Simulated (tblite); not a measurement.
Record of a relaxation.

Compound: C5H10O2.
Bonds: C1–C2 (double), C2–C3, C3–C4, C4–O5, C2–O6, O6–C7. Hydrogens: H8, H9 on C1; H10, H11 on C3; H12, H13 on C4; H14 on O5; H15, H16, H17 on C7.

Computed with GFN2-xTB (tblite), gas phase: L-BFGS steps from a force-field or distance-geometry start until the largest atomic force falls under 0.01 eV/Å. 8 of its 54 geometries are shown.

Step 0: E = -650.3154 eV, largest atomic force 1.410 eV/Å
```
atom  x, y, z in Å  |  force x, y, z in eV/Å
C1      0.513    0.797   -1.607   -0.100  -0.091   0.227
C2      0.231    0.024   -0.555    0.329   0.187  -0.205
C3     -0.882   -0.997   -0.579   -0.288   0.328  -0.464
C4     -1.963   -0.702    0.464    0.265  -0.740   1.170
O5     -1.502   -1.038    1.788    0.219   0.442  -0.816
O6      0.915    0.021    0.650    0.253   0.357  -0.352
C7      2.033    0.903    0.782   -0.401  -0.299   0.351
H8     -0.078    0.732   -2.511    0.156  -0.025   0.298
H9      1.309    1.528   -1.617   -0.139  -0.144   0.031
H10    -1.369   -0.999   -1.567    0.296   0.111   0.210
H11    -0.467   -1.993   -0.422   -0.026  -0.027   0.219
H12    -2.851   -1.327    0.281    0.250   0.105   0.102
H13    -2.276    0.343    0.474    0.067   0.214  -0.262
H14    -0.599   -0.656    1.852   -0.560  -0.271   0.032
H15     2.451    0.766    1.787   -0.253  -0.219  -0.166
H16     1.715    1.946    0.712    0.017  -0.013  -0.239
H17     2.812    0.665    0.057   -0.085   0.086  -0.138
```

Step 8: E = -650.4006 eV, largest atomic force 0.073 eV/Å
```
atom  x, y, z in Å  |  force x, y, z in eV/Å
C1      0.514    0.807   -1.600    0.004  -0.001   0.002
C2      0.241    0.026   -0.562   -0.006   0.004  -0.032
C3     -0.878   -0.984   -0.582    0.005  -0.007   0.005
C4     -1.944   -0.709    0.489    0.017   0.010   0.017
O5     -1.500   -1.035    1.779    0.004   0.054  -0.006
O6      0.912    0.022    0.635   -0.007   0.032  -0.063
C7      2.010    0.893    0.779   -0.015  -0.018  -0.007
H8     -0.074    0.728   -2.495    0.041   0.036   0.032
H9      1.312    1.528   -1.611   -0.039  -0.015  -0.007
H10    -1.343   -0.971   -1.566    0.002  -0.027  -0.011
H11    -0.471   -1.980   -0.393    0.033  -0.009  -0.019
H12    -2.822   -1.334    0.306    0.013   0.018  -0.009
H13    -2.252    0.348    0.437    0.015  -0.012   0.014
H14    -0.611   -0.666    1.871    0.021   0.008   0.047
H15     2.399    0.717    1.781   -0.009   0.012  -0.004
H16     1.711    1.943    0.680   -0.042  -0.053   0.027
H17     2.790    0.678    0.042   -0.038  -0.034   0.013
```

Step 15: E = -650.4045 eV, largest atomic force 0.049 eV/Å
```
atom  x, y, z in Å  |  force x, y, z in eV/Å
C1      0.514    0.812   -1.603    0.002   0.009  -0.007
C2      0.239    0.024   -0.573    0.003   0.016   0.003
C3     -0.873   -0.988   -0.585    0.003  -0.012  -0.001
C4     -1.931   -0.704    0.492   -0.012   0.000   0.003
O5     -1.495   -1.018    1.789    0.016   0.001  -0.046
O6      0.901    0.014    0.627    0.020  -0.002  -0.010
C7      1.997    0.884    0.778   -0.004  -0.004   0.012
H8     -0.069    0.744   -2.502   -0.001   0.002  -0.001
H9      1.309    1.535   -1.609   -0.004   0.006   0.010
H10    -1.341   -0.983   -1.568   -0.031  -0.015   0.007
H11    -0.457   -1.980   -0.397    0.006  -0.029   0.012
H12    -2.810   -1.326    0.310   -0.019  -0.014   0.018
H13    -2.240    0.351    0.433    0.027   0.021  -0.002
H14    -0.603   -0.658    1.891    0.000   0.023  -0.013
H15     2.386    0.710    1.780   -0.005  -0.011   0.007
H16     1.690    1.930    0.683    0.003  -0.008  -0.004
H17     2.776    0.665    0.041   -0.006   0.017   0.013
```

Step 23: E = -650.4063 eV, largest atomic force 0.031 eV/Å
```
atom  x, y, z in Å  |  force x, y, z in eV/Å
C1      0.511    0.817   -1.605   -0.009   0.001  -0.016
C2      0.237    0.019   -0.582    0.020   0.010   0.012
C3     -0.873   -0.998   -0.590    0.007   0.003   0.001
C4     -1.924   -0.702    0.491   -0.002   0.004   0.028
O5     -1.481   -1.012    1.785    0.007   0.016  -0.010
O6      0.900    0.003    0.617    0.023  -0.012   0.011
C7      1.990    0.878    0.781   -0.011  -0.003   0.005
H8     -0.068    0.756   -2.506   -0.025  -0.005  -0.018
H9      1.303    1.544   -1.601   -0.005  -0.006   0.016
H10    -1.353   -1.004   -1.567    0.019  -0.001  -0.021
H11    -0.452   -1.986   -0.393   -0.009  -0.024  -0.003
H12    -2.811   -1.317    0.323   -0.001   0.003  -0.006
H13    -2.218    0.358    0.426   -0.014   0.011   0.002
H14    -0.597   -0.633    1.886    0.008   0.000  -0.006
H15     2.373    0.698    1.785   -0.007  -0.006  -0.011
H16     1.678    1.923    0.691    0.003   0.000   0.004
H17     2.775    0.669    0.048   -0.005   0.009   0.013
```

Step 30: E = -650.4071 eV, largest atomic force 0.021 eV/Å
```
atom  x, y, z in Å  |  force x, y, z in eV/Å
C1      0.504    0.817   -1.606    0.003   0.002   0.003
C2      0.238    0.012   -0.587    0.014  -0.003   0.010
C3     -0.872   -1.004   -0.593   -0.003   0.002  -0.005
C4     -1.920   -0.697    0.490    0.000   0.000   0.011
O5     -1.470   -1.001    1.783   -0.006   0.013  -0.003
O6      0.906   -0.007    0.610    0.006  -0.008   0.018
C7      1.987    0.875    0.785    0.001  -0.006   0.000
H8     -0.076    0.759   -2.507   -0.009   0.001   0.005
H9      1.294    1.545   -1.593    0.000   0.007  -0.018
H10    -1.346   -1.012   -1.572   -0.017   0.002  -0.009
H11    -0.457   -1.995   -0.391    0.002   0.001   0.008
H12    -2.810   -1.310    0.328    0.005  -0.005   0.002
H13    -2.213    0.363    0.423    0.003   0.002  -0.018
H14    -0.586   -0.620    1.878    0.001  -0.010  -0.008
H15     2.365    0.690    1.789    0.002   0.006  -0.003
H16     1.670    1.919    0.699   -0.011  -0.008   0.009
H17     2.777    0.677    0.055    0.008   0.005  -0.003
```

Step 38: E = -650.4082 eV, largest atomic force 0.024 eV/Å
```
atom  x, y, z in Å  |  force x, y, z in eV/Å
C1      0.497    0.817   -1.603   -0.007   0.003   0.007
C2      0.246    0.001   -0.589   -0.003  -0.017  -0.007
C3     -0.869   -1.011   -0.595   -0.008  -0.007   0.005
C4     -1.915   -0.687    0.485   -0.002   0.000  -0.002
O5     -1.462   -0.969    1.782   -0.007   0.007  -0.004
O6      0.923   -0.034    0.602   -0.004  -0.003  -0.001
C7      1.985    0.868    0.792    0.007   0.002   0.000
H8     -0.099    0.763   -2.494   -0.002   0.007   0.001
H9      1.281    1.552   -1.600    0.011  -0.008   0.010
H10    -1.344   -1.020   -1.574    0.002   0.001   0.008
H11    -0.465   -2.004   -0.385    0.020   0.007  -0.002
H12    -2.805   -1.305    0.336    0.000   0.006  -0.001
H13    -2.207    0.371    0.398   -0.006  -0.003   0.002
H14    -0.566   -0.612    1.858   -0.006  -0.001  -0.003
H15     2.362    0.681    1.796    0.005  -0.010   0.013
H16     1.645    1.905    0.718   -0.011   0.010  -0.008
H17     2.783    0.696    0.065    0.012   0.007  -0.019
```

Step 45: E = -650.4085 eV, largest atomic force 0.015 eV/Å
```
atom  x, y, z in Å  |  force x, y, z in eV/Å
C1      0.493    0.818   -1.600    0.007  -0.001   0.000
C2      0.248   -0.004   -0.589   -0.011  -0.003  -0.004
C3     -0.868   -1.015   -0.593   -0.008   0.000   0.004
C4     -1.915   -0.685    0.483   -0.001  -0.001  -0.005
O5     -1.463   -0.955    1.783   -0.003  -0.001  -0.004
O6      0.932   -0.045    0.598   -0.004  -0.010  -0.006
C7      1.986    0.866    0.792   -0.002  -0.002  -0.003
H8     -0.107    0.769   -2.489    0.001   0.009   0.004
H9      1.281    1.548   -1.597    0.006   0.005   0.001
H10    -1.344   -1.024   -1.572    0.011  -0.007   0.003
H11    -0.459   -2.006   -0.383   -0.013   0.004   0.006
H12    -2.805   -1.301    0.337    0.005  -0.004   0.001
H13    -2.208    0.374    0.388    0.003  -0.004  -0.002
H14    -0.561   -0.610    1.851   -0.004   0.002   0.006
H15     2.363    0.676    1.796    0.011   0.004   0.001
H16     1.634    1.900    0.722   -0.001   0.008   0.004
H17     2.786    0.706    0.064    0.004   0.001  -0.007
```

Step 53: E = -650.4089 eV, largest atomic force 0.009 eV/Å
```
atom  x, y, z in Å  |  force x, y, z in eV/Å
C1      0.493    0.820   -1.597   -0.002  -0.002   0.004
C2      0.250   -0.009   -0.590   -0.002   0.000   0.004
C3     -0.867   -1.018   -0.592    0.005  -0.001   0.001
C4     -1.917   -0.683    0.481    0.004   0.001  -0.008
O5     -1.467   -0.946    1.782   -0.002   0.001  -0.005
O6      0.941   -0.055    0.593   -0.002  -0.003   0.002
C7      1.987    0.865    0.790   -0.002  -0.004  -0.002
H8     -0.113    0.783   -2.482    0.003  -0.002   0.002
H9      1.286    1.545   -1.591   -0.008   0.004  -0.002
H10    -1.339   -1.034   -1.573    0.002   0.001   0.006
H11    -0.462   -2.008   -0.374    0.002   0.001   0.001
H12    -2.806   -1.302    0.337    0.005   0.004  -0.003
H13    -2.210    0.375    0.379   -0.003  -0.003   0.004
H14    -0.563   -0.606    1.850   -0.004   0.005   0.000
H15     2.370    0.674    1.791    0.002  -0.002  -0.005
H16     1.625    1.896    0.727    0.004  -0.002   0.001
H17     2.787    0.717    0.058   -0.002   0.002  -0.001
```

**Question.** Summarise the path.

**Answer.** The energy falls by 9.01 kJ/mol from step 0 to step 53; nine tenths of that is first reached at step 7. It falls at every step. The largest force goes from 1.410 to 0.009 eV/Å. Among the bonds C4–O5 changes most, from 1.442 to 1.402 Å; the atoms move by 0.075 Å rms after alignment.

**Question.** Follow the three bonds and two angles with the largest change from start to end.

**Answer.** 
| step | E above end (kJ/mol) | largest force (eV/Å) | C4–O5 (Å) | O6–C7 (Å) | C2–O6 (Å) | C3–C4–H13 (°) | H15–C7–H16 (°) |
| --- | --- | --- | --- | --- | --- | --- | --- |
| 0 | 9.01 | 1.410 | 1.442 | 1.431 | 1.386 | 113.2 | 106.8 |
| 2 | 3.53 | 0.303 | 1.398 | 1.413 | 1.378 | 110.9 | 107.4 |
| 5 | 1.28 | 0.142 | 1.401 | 1.409 | 1.371 | 109.6 | 109.3 |
| 7 | 0.88 | 0.110 | 1.404 | 1.410 | 1.372 | 109.5 | 109.7 |
| 9 | 0.73 | 0.061 | 1.402 | 1.408 | 1.371 | 109.5 | 109.6 |
| 12 | 0.55 | 0.073 | 1.403 | 1.407 | 1.369 | 109.6 | 109.4 |
| 14 | 0.45 | 0.047 | 1.404 | 1.407 | 1.370 | 109.5 | 109.4 |
| 16 | 0.40 | 0.036 | 1.403 | 1.407 | 1.371 | 109.4 | 109.5 |
| 18 | 0.35 | 0.038 | 1.402 | 1.406 | 1.371 | 109.3 | 109.6 |
| 21 | 0.29 | 0.034 | 1.402 | 1.406 | 1.371 | 109.2 | 109.7 |
| 23 | 0.25 | 0.031 | 1.403 | 1.407 | 1.371 | 109.1 | 109.5 |
| 25 | 0.23 | 0.025 | 1.402 | 1.406 | 1.371 | 109.0 | 109.4 |
| 28 | 0.19 | 0.026 | 1.402 | 1.406 | 1.371 | 109.2 | 109.5 |
| 30 | 0.17 | 0.021 | 1.402 | 1.406 | 1.371 | 109.3 | 109.6 |
| 32 | 0.15 | 0.038 | 1.402 | 1.407 | 1.371 | 109.4 | 109.6 |
| 35 | 0.10 | 0.034 | 1.402 | 1.407 | 1.371 | 109.3 | 109.5 |
| 37 | 0.07 | 0.027 | 1.402 | 1.406 | 1.371 | 109.1 | 109.4 |
| 39 | 0.06 | 0.020 | 1.402 | 1.406 | 1.371 | 109.1 | 109.5 |
| 41 | 0.05 | 0.018 | 1.402 | 1.407 | 1.371 | 109.1 | 109.5 |
| 44 | 0.03 | 0.015 | 1.402 | 1.406 | 1.371 | 109.1 | 109.6 |
| 46 | 0.03 | 0.015 | 1.402 | 1.406 | 1.371 | 109.1 | 109.6 |
| 48 | 0.02 | 0.015 | 1.402 | 1.406 | 1.371 | 109.1 | 109.5 |
| 51 | 0.00 | 0.015 | 1.402 | 1.407 | 1.371 | 109.0 | 109.5 |
| 53 | 0.00 | 0.009 | 1.402 | 1.407 | 1.371 | 109.0 | 109.6 |
